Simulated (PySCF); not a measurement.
C₃H₅F₂PSi.
Numbering: `[F:1][C:2]1=[CH:3][C@@H:4]1[Si@H:5]([F:6])[PH2:7]` (hydrogens: H8 on C3; H9 on C4; H10 on Si5; H11, H12 on P7)

Torsions of this conformer, `[F:1][C:2]1=[CH:3][C@@H:4]1[Si@H:5]([F:6])[PH2:7]`: C3–C4–Si5–F6 -21°, H–P7–Si5–C4 -61°, H–P7–Si5–C4 -155°.

The closed-shell ground state was solved at several levels (PySCF, density fitting, gas phase, non-relativistic). Geometry: PBE0-D3(BJ)/def2-SVP, one conformer, isolated molecule.

```tsv
level	basis functions	HOMO (eV)	LUMO (eV)	gap (eV)	dipole (D)
LC-wPBE/pcSseg-1	158	-9.83	2.33	12.16	2.60
PBE0/cc-pVDZ	131	-6.98	0.23	7.21	2.23
OPBE/pcSseg-1	158	-5.97	-0.83	5.14	2.32
PBE0/6-31G	81	-7.21	0.17	7.38	3.42
PBE0/STO-3G	48	-4.01	3.94	7.95	1.17
PBE0/aug-cc-pVDZ	214	-7.12	-0.33	6.79	2.33
CAM-B3LYP/pcSseg-1	158	-8.48	1.16	9.64	2.49
PBE0/def2-SVP	131	-7.09	0.16	7.25	2.29
```

**Question.** Estimate the row for BLYP/pcSseg-1, a basis of 158 functions; the other rows only guide the guess.

**Answer.** HOMO -5.84 eV, LUMO -0.83 eV, gap 5.01 eV, dipole 2.17 D.

**Question.** Over all these levels, which gives the widest orbital gap and which the narrowest?

**Answer.** LC-wPBE/pcSseg-1 (range-separated hybrid) has the widest, 12.16 eV, and BLYP/pcSseg-1 (GGA) the narrowest, 5.01 eV. The two share the basis. From the narrowest to the widest the HOMO moves by -3.99 eV and the LUMO by +3.16 eV.

**Question.** How much does the basis alone move the frontier levels among the 5 PBE0 rows?

**Answer.** The HOMO by 3.20 eV and the LUMO by 4.27 eV. By rising basis size (HOMO, LUMO in eV): STO-3G -4.01, 3.94; 6-31G -7.21, 0.17; cc-pVDZ -6.98, 0.23; def2-SVP -7.09, 0.16; aug-cc-pVDZ -7.12, -0.33.

**Question.** How far do the dipole and the HOMO energy spread over the levels?

**Answer.** The dipole runs from 1.17 to 3.42 D (mean 2.34 D) and the HOMO from -9.83 to -4.01 eV.
